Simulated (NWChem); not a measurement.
Everything below was run with NWChem. System: GeSe, charge 0, spin multiplicity 1, at a geometry optimised with PBE0/def2-SVP. The structure started from a generated list of species. Level: MP2/pcseg-2, 18 core orbitals frozen.

Input file:

```
start mol
memory heap 200 mb stack 900 mb global 1100 mb
geometry units angstroms nocenter noautoz
  Ge     0.000000     0.000000     1.103246
  Se     0.000000     0.000000    -1.038349
  symmetry group C2v
end
basis spherical
  * library pcseg-2
end
scf
  rhf
  nopen 0
  maxiter 100
  thresh 1e-7
  semidirect memsize 60000000 filesize 0
end
mp2
  freeze core 18
end
task mp2 energy
```

Part of the output:

```
             Northwest Computational Chemistry Package (NWChem) 7.3.0
             --------------------------------------------------------

                                NWChem Input Module
                                -------------------

 Scaling coordinates for geometry "geometry" by  1.889725989
 (inverse scale =  0.529177249)

 Turning off AUTOSYM since
 SYMMETRY directive was detected!

                             Geometry "geometry" -> ""
                             -------------------------

 Output coordinates in angstroms (scale by  1.889725989 to convert to a.u.)

  No.       Tag          Charge          X              Y              Z
 ---- ---------------- ---------- -------------- -------------- --------------
    1 Ge                  32.0000     0.00000000     0.00000000     1.10324600
    2 Se                  34.0000     0.00000000     0.00000000    -1.03834900

 Effective nuclear repulsion energy (a.u.)     268.8392748917

            Nuclear Dipole moment (a.u.)
            ----------------------------
        X                 Y               Z
 ---------------- ---------------- ----------------
     0.0000000000     0.0000000000     0.0000113384

      Symmetry information
      --------------------

 Group name             C2v
 Group number             16
 Group order               4
 No. of unique centers     2

      Symmetry unique atoms

     1    2


 Summary of "ao basis" -> "" (spherical)
 ------------------------------------------------------------------------------
       Tag                 Description            Shells   Functions and Types
 ---------------- ------------------------------  ------  ---------------------
 *                          pcseg-2                   on all atoms

 Summary of "ao basis" -> "ao basis" (spherical)
 ------------------------------------------------------------------------------
       Tag                 Description            Shells   Functions and Types
 ---------------- ------------------------------  ------  ---------------------
 Ge                         pcseg-2                 15       43   6s5p3d1f
[...]
     1   1 0 0      0.000000      0.000000      0.000000
     1   0 1 0     -0.000000      0.000000      0.000000
     1   0 0 1      1.028414      0.000000      0.000011

     2   2 0 0    -26.430139      0.000000      0.000000
     2   1 1 0     -0.000000      0.000000      0.000000
     2   1 0 1     -0.000000      0.000000      0.000000
     2   0 2 0    -26.430139      0.000000      0.000000
     2   0 1 1      0.000000      0.000000      0.000000
     2   0 0 2    -26.614355      0.000000    269.995994

                   NWChem MP2 Semi-direct Energy/Gradient Module
                   ---------------------------------------------

  Basis functions       =     86
  Molecular orbitals    =     86
  Frozen core           =     18
  Frozen virtuals       =      0
  Active alpha occupied =     15
  Active beta occupied  =     15
  Active alpha virtual  =     53
  Active beta virtual   =     53
  Use MO symmetry       = T
  Use skeleton AO sym   = T

  AO/Fock/Back tols     =   1.0D-09  1.0D-09  1.0D-09

 GA uses MA = F    GA memory limited = T

 Available:
  local mem=  1.26D+08
 global mem=  1.44D+08
 local disk=  0.00D+00
  mp2_memr nvloc                    53
  nvloc new                    53
   1 passes of  15:        4194304                      54821                   9948954.
   1 passes of  15: M    126150916           G      144164408           F     121956612.

 Semi-direct pass number   1 of   1  for RHF alpha+beta  at        5.1s
  vrange nnbf                  3676
  mp2_eaftype                    37  avail_ma_in_mb                  1099
 EAF : mp2_eaftype filesize          37    4974477.
  mp2_eaf for mointskh                     37
Node 0 wrote     23.4 Mb in      0.1 s     Agg I/O rate:   434.2 Mb/s
 Done moints_semi at       18.2s
  mp2_eaftype                    37  avail_ma_in_mb                  1062
 EAF : mp2_eaftype filesize          37    4974477.
  mp2_eaf for kh                    37
 Done maket at       18.4s
 Done multipass loop at       18.4s

          -------------------------------------------
          SCF energy               -4475.278536517943
          Correlation energy          -0.364771769485
          Singlet pairs               -0.201454225212
          Triplet pairs               -0.163317544273
          Total MP2 energy         -4475.643308287428
          -------------------------------------------

          ---------------------------------------------------
                    Spin Component Scaled (SCS) MP2
          Same spin pairs                     -0.108878362848
          Same spin scaling factor             0.333333333333
          Opposite spin pairs                 -0.255893406637
          Opposite spin scaling fact.          1.200000000000
          SCS-MP2 correlation energy          -0.343364875580
          Total SCS-MP2 energy             -4475.621901393523
          ---------------------------------------------------

 -----------------------
 Performance information
 -----------------------

 Timer overhead =  1.64D-07 seconds/call

               Nr. of calls         CPU time (s)                 Wall time (s)                GFlops
             ---------------    -------------------     ------------------------------   -------------------
Name         Min   Avg   Max    Min     Avg     Max     Min     Avg     Max   Mx/calls   Min     Max     Sum
mp2: moin     1     1     1    13.     13.     13.      13.     13.     13.     13.      0.0     0.0     0.0
mp2: make     1     1     1   0.18    0.18    0.18     0.18    0.18    0.18    0.18      0.0     0.0     0.0
mp2: tota     1     1     1    13.     13.     13.      13.     13.     13.     13.      0.0     0.0     0.0

 The average no. of pstat calls per process was 3.00D+00
 with a timing overhead of 4.93D-07s

 Task  times  cpu:       18.3s     wall:       18.3s

 Total times  cpu:       18.4s     wall:       18.4s
```
